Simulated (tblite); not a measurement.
Record of a relaxation.

Compound: C5H4BrFO.
SMILES with atom numbers: `[CH2:1]=[CH:2]/[C:3]([F:4])=[CH:5]\[C:6](=[O:7])[Br:8]` (hydrogens: H9, H10 on C1; H11 on C2; H12 on C5)

Computed with GFN2-xTB (tblite), gas phase: L-BFGS steps from a force-field or distance-geometry start until the largest atomic force falls under 0.01 eV/Å. 6 of its 35 geometries are shown.

Step 0: E = -695.4774 eV, largest atomic force 2.615 eV/Å
```
atom  x, y, z in Å  |  force x, y, z in eV/Å
C1      2.250   -0.086    0.417    0.223  -0.232   0.403
C2      0.916   -0.237    0.450    2.171   0.414  -0.305
C3      0.173    0.426   -0.574    0.861   0.184  -0.105
F4      0.848    1.175   -1.521   -0.614  -0.897   1.150
C5     -1.145    0.366   -0.662   -2.221   0.611  -1.237
C6     -2.014   -0.368    0.234    1.309  -1.120   1.823
O7     -1.678   -1.031    1.206   -0.638   1.094  -1.646
Br8    -3.882   -0.267   -0.148   -0.297   0.156  -0.272
H9      2.732    0.512   -0.348    0.054  -0.182   0.251
H10     2.859   -0.567    1.180   -0.007   0.261  -0.390
H11     0.537   -0.847    1.246   -0.779   0.108  -0.250
H12    -1.595    0.922   -1.505   -0.062  -0.398   0.578
```

Step 7: E = -695.7868 eV, largest atomic force 0.227 eV/Å
```
atom  x, y, z in Å  |  force x, y, z in eV/Å
C1      2.308   -0.087    0.431    0.127   0.004   0.006
C2      0.984   -0.224    0.442   -0.032   0.020  -0.027
C3      0.154    0.407   -0.550   -0.133   0.082  -0.136
F4      0.822    1.128   -1.460   -0.011   0.083  -0.121
C5     -1.194    0.369   -0.679    0.169  -0.045   0.097
C6     -1.999   -0.375    0.250   -0.013   0.095  -0.150
O7     -1.675   -1.022    1.192   -0.159  -0.102   0.126
Br8    -3.919   -0.243   -0.187   -0.020   0.014  -0.020
H9      2.791    0.508   -0.334    0.072  -0.103   0.159
H10     2.923   -0.562    1.178    0.009   0.078  -0.111
H11     0.467   -0.808    1.183    0.021  -0.041   0.064
H12    -1.661    0.908   -1.492   -0.030  -0.084   0.112
```

Step 14: E = -695.8040 eV, largest atomic force 0.128 eV/Å
```
atom  x, y, z in Å  |  force x, y, z in eV/Å
C1      2.324   -0.087    0.433    0.100   0.029  -0.026
C2      0.998   -0.214    0.429    0.001   0.004   0.001
C3      0.160    0.416   -0.560   -0.089   0.008  -0.032
F4      0.803    1.142   -1.484    0.002   0.011  -0.014
C5     -1.189    0.359   -0.664    0.008  -0.041   0.068
C6     -2.007   -0.382    0.258   -0.112   0.026  -0.057
O7     -1.731   -1.039    1.207    0.068  -0.017   0.035
Br8    -3.928   -0.225   -0.213    0.025   0.032  -0.040
H9      2.835    0.499   -0.313    0.007   0.011  -0.014
H10     2.942   -0.560    1.177   -0.061  -0.013   0.007
H11     0.477   -0.797    1.171    0.005  -0.026   0.035
H12    -1.684    0.888   -1.466    0.048  -0.022   0.036
```

Step 20: E = -695.8063 eV, largest atomic force 0.019 eV/Å
```
atom  x, y, z in Å  |  force x, y, z in eV/Å
C1      2.331   -0.084    0.429    0.000   0.001  -0.002
C2      1.004   -0.210    0.426    0.001  -0.005   0.006
C3      0.158    0.414   -0.559   -0.003  -0.001   0.004
F4      0.792    1.143   -1.488    0.000  -0.002   0.002
C5     -1.190    0.353   -0.655   -0.009   0.003  -0.008
C6     -2.016   -0.385    0.260    0.001  -0.004   0.008
O7     -1.738   -1.042    1.211   -0.009  -0.005   0.005
Br8    -3.927   -0.215   -0.227   -0.003   0.004  -0.006
H9      2.847    0.501   -0.315    0.005   0.004  -0.006
H10     2.934   -0.564    1.179    0.012   0.004  -0.003
H11     0.487   -0.795    1.170    0.006  -0.010   0.015
H12    -1.679    0.882   -1.458   -0.002   0.011  -0.015
```

Step 27: E = -695.8065 eV, largest atomic force 0.027 eV/Å
```
atom  x, y, z in Å  |  force x, y, z in eV/Å
C1      2.332   -0.082    0.427   -0.012  -0.001   0.000
C2      1.005   -0.212    0.428    0.008  -0.002   0.003
C3      0.156    0.412   -0.556    0.024  -0.006   0.012
F4      0.792    1.141   -1.485   -0.004  -0.003   0.004
C5     -1.192    0.352   -0.654    0.004   0.002  -0.002
C6     -2.020   -0.384    0.260    0.013  -0.006   0.010
O7     -1.744   -1.042    1.210   -0.012   0.007  -0.011
Br8    -3.930   -0.212   -0.232   -0.011   0.001  -0.003
H9      2.846    0.503   -0.317   -0.007   0.008  -0.012
H10     2.940   -0.560    1.175    0.001  -0.001   0.001
H11     0.494   -0.799    1.176   -0.005   0.005  -0.007
H12    -1.678    0.883   -1.459    0.001  -0.005   0.006
```

Step 34: E = -695.8067 eV, largest atomic force 0.009 eV/Å
```
atom  x, y, z in Å  |  force x, y, z in eV/Å
C1      2.333   -0.081    0.426   -0.009  -0.002   0.002
C2      1.006   -0.214    0.431   -0.001   0.003  -0.003
C3      0.157    0.410   -0.553    0.003  -0.002   0.003
F4      0.792    1.139   -1.482   -0.002  -0.003   0.004
C5     -1.191    0.351   -0.652   -0.004   0.000  -0.001
C6     -2.022   -0.384    0.259    0.003  -0.004   0.005
O7     -1.750   -1.042    1.210   -0.002   0.002  -0.002
Br8    -3.932   -0.210   -0.237    0.008   0.002  -0.002
H9      2.842    0.506   -0.322   -0.004  -0.002   0.002
H10     2.945   -0.557    1.172    0.003   0.002  -0.002
H11     0.496   -0.801    1.179    0.003   0.005  -0.007
H12    -1.675    0.883   -1.458    0.001   0.000   0.001
```

Problem. Summarise the path.

Solution. The energy falls by 31.77 kJ/mol from step 0 to step 34; nine tenths of that is first reached at step 6. It falls at every step. The largest force goes from 2.615 to 0.009 eV/Å. Among the bonds C6–Br8 changes most, from 1.910 to 1.981 Å; the atoms move by 0.084 Å rms after alignment.

What follows is the cost of the whole relaxation. Time: 0.2 s. Hardware: one thread of an Arm Neoverse V1, no GPU, shared host with 32 logical CPUs at a one-minute load of 9.3.
